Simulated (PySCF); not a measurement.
## Radial density of Ba²⁸⁺ (barium, charge +28)

UHF, [Ar] 3d10, closed-shell 1S. All numbers are calculated (PySCF 2.14, scalar relativity by spin-free X2C-1e, in an uncontracted even-tempered set (19 s from 3.9 bohr⁻², ratio 2.5; 13 p from 5 bohr⁻², ratio 2.5; 8 d from 5 bohr⁻², ratio 2.5; 4 f from 24 bohr⁻², ratio 2.7; 3 g from 36 bohr⁻², ratio 2.7)).

| r (bohr) | 4πr²ρ (e/bohr) |
| --- | --- |
| 0.0183 | 73.64 |
| 0.0308 | 63.61 |
| 0.0519 | 75.64 |
| 0.0872 | 92.45 |
| 0.147 | 65.09 |
| 0.247 | 74.72 |
| 0.415 | 22.19 |
| 0.698 | 0.3565 |
| 1.17 | 0.0002096 |

Densities and radii are taken from the X2C orbitals without a picture-change correction, which distorts them close to the nucleus.

Spin-orbit coupling, which splits the p, d and f shells strongly at this Z, is absent.
